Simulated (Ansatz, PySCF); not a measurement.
CHOS (SMILES O=C=[SH+]), charge +1, singlet, at a GFN2-xTB geometry. Base run: BLYP/def2-SVPD (PySCF).

Here is a job for PySCF.
```python
from pyscf import gto, scf, dft

mol = gto.Mole()
mol.atom = '''
    O     1.659439   -0.419960    0.207702
    C     0.573210   -0.153691    0.083292
    S    -0.955463    0.293953   -0.189388
    H    -1.427361   -0.421429    0.868846
'''
mol.basis = 'def2-svpd'
mol.charge = 1
mol.spin = 0
mol.verbose = 4
mol.build()

mf = dft.RKS(mol)
mf.xc = 'blyp'
mf.kernel()
```

The same geometry, method and basis name were run in Ansatz (a quantum-chemistry and plane-wave program) and PySCF, at each program's defaults and at the settings that a row names. The base is PySCF at its defaults. Differences at the defaults can come from grids, fitting, cores and function types together.

```tsv
code and settings	ΔE vs base (µEh)	basis functions	E (Eh)	SCF cycles
PySCF, defaults (exact integrals, its default grid, spherical functions)	0.0	78	-511.56826	10
Ansatz, defaults (factorised integrals, its default grid, spherical functions)	-1.3	78	-511.56826	-
PySCF, density fitting with def2-universal-jkfit	-45.8	78	-511.56831	10
PySCF, fine grid	-0.5	78	-511.56826	10
Ansatz, high accuracy	-0.5	78	-511.56826	-
```
